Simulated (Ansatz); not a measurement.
`[OH][Ge][SH]` + H–F → `[OH][Ge][F]` + H₂S at 298.15 K and 1 bar (ligand exchange at a Ge–S bond).

Calculated with Ansatz (gas phase, PBE0-D4/def2-TZVP geometries, no zero-point term in ΔE). CBS: MP2 limit from def2 TZ/QZ plus the TZ coupled-cluster correction, frozen cores. This one scheme is used for every species. For Ge outer-core shells are correlated without core-valence functions, which leaves a few kJ/mol of doubt a bond. Scalar relativity is left out up to krypton. One conformer a species, not always the lowest.

| species | CCSD(T)/CBS energy (Eh) | H − E (kJ/mol) | S (J/(mol·K)) |
| --- | --- | --- | --- |
| `[OH][Ge][SH]` | -2550.31266 | 75.3 | 301.5 |
| H–F | -100.39570 | 33.5 | 173.6 |
| `[OH][Ge][F]` | -2251.74560 | 53.1 | 280.4 |
| H₂S | -398.97279 | 49.9 | 205.7 |

H − E and S are ideal-gas, rigid-rotor, harmonic terms from PBE0-D4/def2-TZVP, for one conformer and one mirror image of each species. 1 Eh = 2625.50 kJ/mol, R = 8.31446 J/(mol·K).

By hand: ΔE, ΔH, ΔS and ΔG.

ΔE = (-2251.74560) + (-398.97279) − (-2550.31266) − (-100.39570) = -0.01003 Eh = -26.3 kJ/mol. Δ(H − E) = 53.1 + 49.9 − 75.3 − 33.5 = -5.8, so ΔH = -32.1 kJ/mol. ΔS = 280.4 + 205.7 − 301.5 − 173.6 = 11.0 J/(mol·K). ΔG = -32.1 − 298.15 × (11.0)/1000 = -35.4 kJ/mol.

By hand: the equilibrium constant, and the temperature at which ΔG would vanish if ΔH and ΔS stayed fixed.

log₁₀ K = −ΔG/(RT ln 10) = 6.2. ΔH and −TΔS have one sign here, so there is no such temperature.

The number of gas molecules stays the same, so ΔS is small and ΔH decides. A doubt of 5 kJ/mol in ΔE shifts log₁₀ K by 0.9 here. Other conformers and mirror images would add mixing entropy, several J/(mol·K) or more a flexible species. These are equilibria of isolated gas molecules and say nothing of rates. Largest T1 diagnostic: 0.015 (customary marks: 0.02 for closed shells, 0.045 for open ones).

ΔS is within the doubt of such terms, so its sign, and with it that verdict, could turn.
